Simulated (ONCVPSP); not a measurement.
# Which change was made? (Hg, ONCV)

ONCVPSP 4.0.1 input, shortened (lines: element, Z, core and valence counts, functional; n l f; lmax; l rc ep ncon nbas qcut; lloc lpopt rc5 dvloc0; l nproj debl; icmod fcfact rcfact), LDA (Perdew-Wang 92), scalar-relativistic:

```
  Hg 80.00   10    4  -001012      upf
    1    0    2.00
    2    0    2.00
    2    1    6.00
    3    0    2.00
    3    1    6.00
    3    2   10.00
    4    0    2.00
    4    1    6.00
    4    2   10.00
    4    3   14.00
    5    0    2.00
    5    1    6.00
    5    2   10.00
    6    0    1.50
    2
    0    1.35    0.00    5   10    8.90
    1    1.60    0.00    4    8   10.30
    2    2.00    0.00    5    9    9.10
    4    5    1.15    6.00
    0    2    1.70
    1    1    1.20
    2    2    1.30
    3    3.00    1.30
```

Cutoffs, loose and tight: the cutoffs (Ha) at which the residual kinetic energy of the hardest occupied pseudo-wave falls to 1 and 0.1 mHa per electron. They do not see the model core or the augmentation charge, which bear on the density cutoff. Test errors are all-electron minus pseudo excitation energies from the reference, over the configurations 5s2 5p6 5d10 6s2; 5s2 5p6 5d10 6s1; 5s2 5p6 5d10 6s0; 5s2 5p6 5d10 6s0 6p1; variants that change the core or the reference have their own tests.

The base gives: outcome: generated; cutoff, loose: 34 Ha; cutoff, tight: 40 Ha; bound ghosts: none; GHOST(+) flags above zero: none; largest test error (meV): +86.

Question: After one change the result is: outcome: generated, projector energies reset by the program; cutoff, loose: 34 Ha; cutoff, tight: 40 Ha; bound ghosts: none; GHOST(+) flags above zero: p; largest test error (meV): -9.4. Which change was it?
A. p: nproj 3
B. local potential polynomial inside 1.15 bohr (lpopt 5, dvloc0 3.5 Ha)
C. p: ncon 5, nbas 9

Answer: A. The others give: p: ncon 5, nbas 9 → outcome: generated; cutoff, loose: 36 Ha; cutoff, tight: 42 Ha; bound ghosts: none; GHOST(+) flags above zero: none; largest test error (meV): +22 | local potential polynomial inside 1.15 bohr (lpopt 5, dvloc0 3.5 Ha) → outcome: generated; cutoff, loose: 34 Ha; cutoff, tight: 40 Ha; bound ghosts: none; GHOST(+) flags above zero: s; largest test error (meV): +150.
